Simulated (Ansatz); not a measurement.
Process, species as SMILES: [Li][Cl] → [Li][Cl] as doublet, charge +1 + e-

Wanted: adiabatic ionisation energy (0 K, with zero-point energies), in eV. Terms: open shells spin-unrestricted; spin-orbit terms left out; six Cartesian d functions in 6-31G* and its kin unless marked 5d; LANL2DZ with its own core potentials from Na on; non-relativistic; 6-311+G** with 5d, 6d on Na to Ar in Ansatz (an electronic-structure program). First-principles rows: single points at B3LYP-D3(BJ) geometries (Ansatz), with unscaled harmonic terms from B3LYP/6-31G* at its own minima. The spin state of an ion or metal species was assumed, not searched.

```csv
level,program,"adiabatic ionisation energy (0 K, with zero-point energies) (eV)"
HF/STO-3G,Ansatz,7.36
HF/3-21G,Ansatz,8.45
HF/LANL2DZ,Ansatz,8.46
HF/6-31G*,Ansatz,8.43
HF/6-311+G**,Ansatz,8.55
```

No value to compare with is used here. The 5 habitual levels span 7.36 (HF/STO-3G) to 8.55 eV (HF/6-311+G**).

The sets are all those run for this method; runs whose electronic state is in doubt are left out.
